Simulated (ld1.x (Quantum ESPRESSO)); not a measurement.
PBE PAW dataset for vanadium (V), scalar-relativistic all-electron reference.

```
Element                 : vanadium
Generator               : ld1.x (Quantum ESPRESSO) 7.5
Type                    : PAW
Functional              : PBE
Relativity              : scalar-relativistic
Frozen core             : [Ne] 3s2
Valence charge          : 11
Reference configuration : 3p6 3d4 4s1 4p0
Partial waves           : 4s (bound): rcut 2.35, rcutus 2.70 bohr; 4s channel at 2.6 Ry: rcut 2.35, rcutus 2.70 bohr; 3p (bound): rcut 2.10, rcutus 2.25 bohr; 4p (bound, empty): rcut 2.10, rcutus 2.25 bohr; 3d (bound): rcut 1.55, rcutus 1.70 bohr; 3d channel at 1 Ry: rcut 1.55, rcutus 1.70 bohr
Local potential         : all-electron potential smoothed inside 2.30 bohr (lloc = -2)
Core correction         : Bessel-smoothed model core inside 1.65 bohr
Augmentation charge     : BESSEL, radius 1.75 bohr
```

Poles of the logarithmic derivatives, all-electron (AE) and pseudo (PS). s: poles at 1.3 (AE) and 1.3 (PS) Ry. p: poles at -3.0, 2.1 (AE) and -3.0, 2.1 (PS) Ry. d: poles at -0.0, 3.5 (AE) and -0.0, 3.5 (PS) Ry. Test radius 2.95 bohr.

* Cutoffs needed: 35 Ry and 55 Ry (the cutoffs (Ry, on a coarse ladder) from which the occupation-weighted sum of valence levels, in a spherical-Bessel basis at the reference potential, stays within 10 and 1 mRy of its value at 400 Ry)
* Ghost test: no extra level below or beside the all-electron valence levels (s, p, d, f tested) (spherical-Bessel basis up to 400 Ry, 20 bohr box)
* Configuration tests: test run stopped at test 1 of 7 (negative rho)
* Lowest eigenvalue of the overlap operator: 0.08 (p channel)
